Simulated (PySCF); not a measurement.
# Cl+ (chlorine, charge +1) across methods

[Ne] 3s1 3p5, high-spin 3P determinant (an excited configuration). Computed with PySCF 2.14 in x2c-QZVPPall (9s6p4d2f1g, 70 functions), with the spin-free X2C one-electron Hamiltonian (Gaussian nucleus).

```csv
method,E (hartree),mean ε 3s α (eV),mean ε 3p α (eV),mean ε 3p β (eV),Σ⟨r²⟩ (bohr²),⟨S²⟩
PBE0,-460.4811,-36.809,-22.724,-19.955,21.10,2.004
PBE,-460.4657,-33.826,-20.925,-18.800,21.10,2.003
r2SCAN0,-460.5900,-37.709,-23.156,-20.006,21.11,2.007
UHF,-459.93992,-44.967,-27.343,-22.060,21.44,2.013
MN15,-460.7894,-36.386,-23.220,-20.985,20.89,2.002
LDA,-459.1349,-33.706,-20.936,-18.876,21.14,2.002
r2SCAN,-460.6065,-35.162,-21.558,-18.922,21.08,2.006
wB97X,-460.6273,-39.511,-25.214,-22.435,21.03,2.004
r2SCANh,-460.5999,-36.180,-22.197,-19.357,21.09,2.006
```
